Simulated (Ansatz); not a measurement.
The cluster K₂Cl₂, relaxed as a quintet with UKS PBE0-D4/def2-TZVP in Ansatz, starting from the PBE0-D4/def2-TZVP geometry of the neutral singlet. Force threshold 0.02 eV/Å.

In the quintet geometry the species has come apart into loosely held pieces. The relaxation made no stability test and no search for a lower SCF solution. At PBE0-D4/def2-TZVP a singlet of charge 0 lies 9.99 eV below the quintet, each at its own geometry. The structure comes from a short search, and lower isomers may exist.

Start:

Cartesian coordinates in Å:
```
K -0.352 -1.841 0.588
K 0.352 1.841 -0.588
Cl -2.057 0.265 -0.398
Cl 2.057 -0.265 0.398
```

```json
{"step": "1", "energy (eV)": "-57672.6436", "largest force component (eV/Å)": "1.222", "SCF passes": "24"}
{"step": "2", "energy (eV)": "-57673.2147", "largest force component (eV/Å)": "0.662", "SCF passes": "25"}
{"step": "3", "energy (eV)": "-57673.5057", "largest force component (eV/Å)": "0.375", "SCF passes": "19"}
{"step": "4", "energy (eV)": "-57673.6722", "largest force component (eV/Å)": "0.213", "SCF passes": "19"}
{"step": "5", "energy (eV)": "-57673.7796", "largest force component (eV/Å)": "0.197", "SCF passes": "27"}
{"step": "6", "energy (eV)": "-57674.0151", "largest force component (eV/Å)": "0.293", "SCF passes": "19"}
{"step": "7", "energy (eV)": "-57674.0735", "largest force component (eV/Å)": "0.051", "SCF passes": "19"}
{"step": "8", "energy (eV)": "-57674.0909", "largest force component (eV/Å)": "0.057", "SCF passes": "19"}
{"step": "9", "energy (eV)": "-57674.1267", "largest force component (eV/Å)": "0.049", "SCF passes": "24"}
{"step": "10", "energy (eV)": "-57674.1525", "largest force component (eV/Å)": "0.069", "SCF passes": "24"}
{"step": "11", "energy (eV)": "-57674.1616", "largest force component (eV/Å)": "0.035", "SCF passes": "18"}
{"step": "12", "energy (eV)": "-57674.1628", "largest force component (eV/Å)": "0.072", "SCF passes": "25"}
{"step": "13", "energy (eV)": "-57674.1691", "largest force component (eV/Å)": "0.034", "SCF passes": "19"}
{"step": "14", "energy (eV)": "-57674.1697", "largest force component (eV/Å)": "0.032", "SCF passes": "18"}
{"step": "15", "energy (eV)": "-57674.1703", "largest force component (eV/Å)": "0.004", "SCF passes": "14"}
```

Force components are those of the run's own axes.

End:

Cartesian coordinates in Å:
```
K -0.4644 -2.4334 0.7772
K 0.4645 2.4334 -0.7773
Cl -3.4726 0.4482 -0.6723
Cl 3.4726 -0.4482 0.6724
```

Bonds lost: K1–Cl3, K1–Cl4, K2–Cl3, K2–Cl4 (atoms count from 1). Metal–metal contacts that move far: K1–K2 3.93 to 5.19 Å. The end holds 3 separate pieces.

No frequencies were taken in this run, so the end may be a saddle point.

It took 39 s on 4 threads of AMD EPYC 7R43 on a shared host.
